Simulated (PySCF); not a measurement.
Steps of a relaxation of [ReO3F]−

[ReO3F]− (doublet; a saddle point, relaxed within its symmetry). PySCF 2.14.0, UKS PBE, Re def2-SVP with ECP60, O def2-SVP, F def2-SVP; non-relativistic Hamiltonian with scalar-relativistic core potentials where named; density fitting; no spin-orbit coupling. Origin of the start: template. Columns: position (Å) and force (eV/Å). Energies are counted from the last step; some of the 9 steps are shown. Forces carry noise of the integration grid, about 0.01 to 0.03 eV/Å.

Run from Python with OMP_NUM_THREADS=2. Where DIIS fails, smearing, a level shift and second-order steps follow.
It took 4.9 min on 2 threads of Arm Neoverse V1 (shared host), from the converged density of the start.

```xyz
5
step 0  E = 10.367 eV
Re    0.0197   -0.0197    0.0197   -10.63   10.63  -10.63
O     0.8742    0.8348    0.8742    16.03   15.61   16.03
O    -0.8348   -0.8742    0.8742   -15.61  -16.03   16.03
O     0.8742   -0.8742   -0.8348    16.03  -16.03  -15.61
F    -0.9634    0.9634   -0.9634    -5.83    5.83   -5.83
```

```xyz
5
step 3  E = 0.021 eV
Re    0.0133   -0.0133    0.0133    -1.71   -0.41    0.41
O     1.0312    0.9945    1.0312     1.00    0.49    0.09
O    -0.9945   -1.0312    1.0312    -0.35    0.14   -0.14
O     1.0312   -1.0312   -0.9945     1.00   -0.08   -0.49
F    -1.1111    1.1111   -1.1111     0.06   -0.13    0.13
```

```xyz
5
step 5  E = 0.001 eV
Re    0.0219   -0.0219    0.0219     0.77   -0.76   -1.47
O     1.0341    1.0224    1.0341    -0.28    0.06    0.64
O    -1.0224   -1.0341    1.0341    -0.06    0.27    0.64
O     1.0341   -1.0341   -1.0224    -0.52    0.52    0.17
F    -1.0978    1.0978   -1.0978     0.09   -0.09    0.04
```

Task: Where does the relaxation end?

Result: It converges at step 8 in C3v:
```xyz
5
step 8  E = 0
Re    0.0256   -0.0256    0.0256
O     1.0318    1.0285    1.0318
O    -1.0285   -1.0318    1.0318
O     1.0318   -1.0318   -1.0285
F    -1.0906    1.0906   -1.0906
```

Task: How did the contacts change?

Result: 
| contact | start (Å) | end (Å) |
| --- | --- | --- |
| Re1–O2 (O) | 1.480 | 1.771 |
| Re1–O3 (O) | 1.480 | 1.771 |
| Re1–O4 (O) | 1.480 | 1.771 |
| Re1–F5 (F) | 1.703 | 1.933 |


Open shells may have lower solutions than the one found.
